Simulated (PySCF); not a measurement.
Compound: C9H7FN2.
SMILES with atom numbers: `[F:1][c:2]1[cH:3][cH:4][cH:5][c:6](-[n:7]2[cH:8][cH:9][cH:10][n:11]2)[cH:12]1` (hydrogens: H13 on C3; H14 on C4; H15 on C5; H16 on C8; H17 on C9; H18 on C10; H19 on C12)

Mayer bond orders were computed from the PBE0/pcSseg-1 density (PySCF). Geometry: GFN2-xTB, one conformer, isolated molecule.

Task: The orders 0.82, 0.88, 1.13, 1.20, 1.30, 1.44, 1.55 belong to the bonds F1–C2, C2–C3, C6–N7, N7–C8, C9–C10, C10–N11, N11–N7, in another order. Match them.

Result: C6–N7 0.82; F1–C2 0.88; N7–C8 1.13; N11–N7 1.20; C9–C10 1.30; C2–C3 1.44; C10–N11 1.55.

Task: Set the orders of all bonds between heavy atoms beside their lengths and the difference of the IAO charges at their ends.

Result: 
```csv
bond,Mayer order,length (Å),q(first) − q(second) (e)
C10–N11,1.546,1.312,+0.189
C8–C9,1.475,1.370,+0.137
C4–C5,1.448,1.381,+0.045
C12–C2,1.443,1.382,-0.528
C2–C3,1.440,1.382,+0.509
C5–C6,1.425,1.394,-0.284
C3–C4,1.398,1.386,-0.073
C6–C12,1.327,1.392,+0.330
C9–C10,1.300,1.406,-0.178
N11–N7,1.196,1.338,-0.305
N7–C8,1.130,1.359,+0.157
F1–C2,0.878,1.349,-0.575
C6–N7,0.818,1.394,+0.052
```

For a closed shell the Mayer order of atoms A and B is Σ (PS)μν (PS)νμ over the basis functions μ on A and ν on B, with P the density and S the overlap matrix.

Conformer computed: `[F:1][c:2]1[cH:3][cH:4][cH:5][c:6](-[n:7]2[cH:8][cH:9][cH:10][n:11]2)[cH:12]1`: C5–C6–N7–C8 180°.
